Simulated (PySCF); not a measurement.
# Solvent effects on NMR parameters

Geometry:
| atom | x (Å) | y (Å) | z (Å) |
| --- | --- | --- | --- |
| C1 | -2.477 | 0.400 | -0.993 |
| C2 | -2.294 | -0.206 | 0.388 |
| C3 | -1.060 | -1.103 | 0.489 |
| N4 | 0.182 | -0.439 | 0.185 |
| C5 | 0.729 | 0.473 | 1.171 |
| C6 | 1.902 | 1.209 | 0.523 |
| C7 | 2.699 | 0.219 | -0.341 |
| Si8 | 1.323 | -0.851 | -1.063 |
| H9 | -1.594 | 0.993 | -1.276 |
| H10 | -3.358 | 1.058 | -1.036 |
| H11 | -2.606 | -0.383 | -1.758 |
| H12 | -3.179 | -0.804 | 0.667 |
| H13 | -2.227 | 0.596 | 1.143 |
| H14 | -1.017 | -1.551 | 1.504 |
| H15 | -1.185 | -1.952 | -0.207 |
| H16 | -0.031 | 1.199 | 1.512 |
| H17 | 1.068 | -0.073 | 2.080 |
| H18 | 2.529 | 1.698 | 1.287 |
| H19 | 1.501 | 2.010 | -0.121 |
| H20 | 3.343 | 0.724 | -1.076 |
| H21 | 3.348 | -0.416 | 0.286 |
| H22 | 0.885 | -0.459 | -2.444 |
| H23 | 1.635 | -2.318 | -1.120 |

GIAO PBE0/pcSseg-1 in PySCF 2.14.0 with density-fitted response routines on one PBE0-D3(BJ)/def2-SVP conformer, non-relativistic, equivalent nuclei averaged. Solvents enter as an IEF-PCM continuum (cyclohexane with ε = 2.0, chloroform with ε = 4.7) around the gas-phase geometry. Shifts are referred to TMS computed in the same medium.

Gas phase, δ in ppm: C3 50.0, C5 49.5, C6 29.4, C2 23.1, C1 12.9, C7 10.0, Si8 -15.4, H22/H23 4.87, H14/H15 2.76, H16/H17 2.62, H18/H19 1.91, H12/H13 1.31, H9/H10/H11 0.96, H20/H21 0.92. Dipole moment 0.83 D.

(1) How does each δ change in the continuum?

(2) Which of the listed nuclei move most (in ppm), and what does the model miss? (N and O are left out, as their reference compounds move with the solvent too.)

## Answers

(1) 
| atoms | environment | Δδ, cyclohexane | Δδ, chloroform |
| --- | --- | --- | --- |
| C3 | sp3 CH2 bonded to N | +0.2 | +0.4 |
| C5 | sp3 CH2 bonded to N | +0.3 | +0.6 |
| C6 | sp3 CH2 in a ring | +0.3 | +0.5 |
| C2 | sp3 CH2 | +0.2 | +0.4 |
| C1 | methyl carbon | +0.1 | +0.2 |
| C7 | sp3 CH2 bonded to Si | +0.3 | +0.5 |
| Si8 | silicon bonded to C, N, 2 H, in a 5-membered ring | -0.1 | -0.1 |
| H22/H23 | hydrogen on a silicon bonded to C, N, in a 5-membered ring | -0.05 | -0.09 |
| H14/H15 | hydrogen on an sp3 CH2 bonded to N | +0.02 | +0.03 |
| H16/H17 | hydrogen on an sp3 CH2 bonded to N | +0.01 | +0.02 |
| H18/H19 | hydrogen on an sp3 CH2 in a ring | +0.01 | +0.02 |
| H12/H13 | hydrogen on an sp3 CH2 | +0.01 | +0.02 |
| H9/H10/H11 | hydrogen on a methyl carbon | -0.02 | -0.03 |
| H20/H21 | hydrogen on an sp3 CH2 bonded to Si | +0.03 | +0.05 |

Changes are relative to the gas phase. The dipole moment becomes 0.93 D in cyclohexane, 1.03 D in chloroform.

(2) C5 (sp3 CH2 bonded to N, +0.6 ppm) and C6 (sp3 CH2 in a ring, +0.5 ppm) and C7 (sp3 CH2 bonded to Si, +0.5 ppm) in chloroform. A continuum only polarises the solute; specific hydrogen bonds, the anisotropy of aromatic solvents and changes of geometry or conformer are outside it.
